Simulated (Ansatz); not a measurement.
Frontier orbitals of C₆H₁₆Cl₂HfN₂, SMILES `CC(C)[NH][Hf]([Cl])([Cl])[NH]C(C)C`.

```xyz
27

C     1.283   -1.760   -0.753
C     2.021   -0.596   -1.386
C     1.474   -0.287   -2.773
N     1.971    0.579   -0.529
Hf    1.158    1.235    1.191
Cl    0.617    3.521    0.852
Cl    2.708    0.924    2.950
N    -0.405    0.064    1.665
C    -1.730   -0.121    1.093
C    -1.915    0.820   -0.085
C    -2.817    0.084    2.137
H     0.221   -1.532   -0.637
H     1.690   -1.995    0.233
H     1.374   -2.650   -1.379
H     3.073   -0.895   -1.498
H     2.012    0.547   -3.232
H     0.417   -0.014   -2.714
H     1.570   -1.153   -3.434
H     2.541    1.315   -0.943
H    -0.277   -0.532    2.478
H    -1.810   -1.152    0.717
H    -1.132    0.676   -0.836
H    -2.876    0.647   -0.572
H    -1.889    1.863    0.244
H    -2.786    1.107    2.520
H    -2.685   -0.598    2.980
H    -3.807   -0.097    1.710
```

Total charge 0; spin multiplicity 1. Correlated methods include outer-core shells of Hf, which these sets cover unevenly. Hf: def2 effective core potential. Geometry: relaxed with PBE0-D4/def2-TZVP. It is one conformer, not always the lowest. Basis def2-TZVPP, Ansatz.

Orbital energies of one run (eV). Highest occupied ones, from the top: -5.68, -6.05, -7.44, -7.53, -7.73, -7.82, -8.01, -8.09, -8.41, -8.60, -8.66, -8.77, -8.92, -9.14. Empty: -1.76, -1.22, -0.81, -0.50, -0.34, -0.12.

Which functional gave them?
A. r2SCAN0
B. BHLYP
C. HSE06 (plane-wave form)
D. PBE

D. HOMO energies: PBE -5.68, BHLYP -8.17, r2SCAN0 -7.15, HSE06 -6.57 eV.
